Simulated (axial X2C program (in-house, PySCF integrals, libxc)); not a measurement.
# SeCl⁻: from Re and ωe to a spectrum

A bond curve at the r2SCAN0 level, with spin–orbit coupling, was computed with an in-house relativistic program for diatomic molecules (basis Se dyall-acv3z [9s10p7d5f1g], Cl dyall-av3z [9s8p3d2f] (cores contracted in-house)) for the state Ω = 0 (closed shell). Its fit gives Re = 2.2428 Å, ωe = 364.1 cm⁻¹, ωexe = 1.55 cm⁻¹ and αe = 7.547e-04 cm⁻¹; the masses are 79.9165 and 34.9689 u. Two-component means X2C with spin–orbit coupling and atomic mean-field Coulomb and Gaunt terms.

Find the reduced mass, Be and the force constant.

From the r2SCAN0 values: μ = 24.3250 u. Be = 16.8576/(μ Re²) = 0.1378 cm⁻¹. k = 5.8918×10⁻⁷ μ ωe² = 1.9 mdyn/Å.

A Morse curve ties αe to the other constants (Pekeris). How well does that hold?

αe(Morse) = 6Be²/ωe × (√(ωexe/Be) − 1) = 7.364e-04 cm⁻¹; the r2SCAN0 curve gives 7.547e-04 cm⁻¹, a ratio of 0.98.

Estimate the centrifugal constant by the Kratzer relation.

D = 4Be³/ωe² = 7.89e-08 cm⁻¹.

Where do the fundamental and the first overtone lie?

ν(1←0) = ωe − 2ωexe = 361.0 cm⁻¹; ν(2←0) = 2ωe − 6ωexe = 718.9 cm⁻¹.

Give B0, the J = 1←0 line in GHz and the most populated J at 300 K (kT = 208.5 cm⁻¹).

B0 = Be − αe/2 = 0.1374 cm⁻¹; 2B0 = 8.238 GHz; J(max) ≈ √(kT/2B0) − 1/2 = 27.0, so J = 27.

Occupations by symmetry block were frozen at the best pattern of an incomplete PBE0 search. The highest occupied level of some functionals is positive through self-interaction error; at Hartree–Fock it is bound.
